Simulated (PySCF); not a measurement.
C7H9 (doublet state).
Structure used (GFN2-xTB), in Å, numbered top down from 1:
```
atom  x, y, z in Å
C1     2.266    0.242   -0.316
C2     1.032    0.201   -0.787
C3    -0.167    0.010    0.067
C4    -1.627    0.070   -0.410
C5    -1.600   -0.235    1.094
C6    -0.544    0.856    1.303
C7    -0.493   -1.271    0.871
H8     2.477    0.143    0.736
H9     3.114    0.376   -0.965
H10    0.834    0.301   -1.846
H11   -1.962   -0.723   -1.072
H12   -2.007    1.041   -0.713
H13    0.098    0.770    2.174
H14   -0.842    1.883    1.117
H15    0.154   -1.501    1.711
H16   -0.743   -2.156    0.294
```

The hyperfine couplings belong to this conformer and change with its torsions.

Identity: `C=CC12C[C](C1)C2` [radical].

Method used: UKS B3LYP, pcH-1 on C H, non-relativistic, mean-field spin-orbit, GIAO (PySCF 2.14.0). The structure is a single GFN2-xTB conformer in the gas phase; no vibrational or solvent corrections. GFN2-xTB frequencies show an imaginary mode (65i cm⁻¹), so this geometry is no minimum at that level. A GFN2-xTB geometry isn't a minimum of the functional, and hyperfine couplings can be far from their values at a DFT geometry. Stability of the SCF solution: not tested.

**Question.** Where do the isotropic ENDOR lines of H9, H11 (×6), H8 and H10 fall at 1216.8 mT, to first order?

**Answer.** For S = 1/2 in fast tumbling each set of equivalent nuclei gives two lines, ν± = |νn ± a/2| to first order, with νn = g_N μN B/h and μN/h = 7.62259 MHz/T.

```csv
nuclei,isotope,g_N,νn (MHz),a_iso (MHz),lower line (MHz),upper line (MHz)
H9,1H,5.5857,51.81,6.42,48.60,55.02
H11 (×6),1H,5.5857,51.81,-2.61,50.50,53.12
H8,1H,5.5857,51.81,2.30,50.66,52.96
H10,1H,5.5857,51.81,-0.68,51.47,52.15
```

**Question.** Which pairs are centred on the nuclear Larmor frequency, and which on half the coupling?

**Answer.** Centred on νn, since |a| < 2νn: H9, H11 (×6), H8 and H10. No pair has |a| > 2νn.

Class means assume fast exchange of nuclei equivalent by connectivity; if that motion is slow, each nucleus keeps its own coupling.

The Mulliken spin populations are largest on C5 (+0.80) and C2 (+0.07). No atom but C5 exceeds +0.15. The angles at C5 add up to 270.7°, so it is pyramidal.

Time: 46 s wall (grids of density and orbitals included); peak memory 0.97 GiB. Hardware: Arm Neoverse V2, one thread, no GPU, shared host.
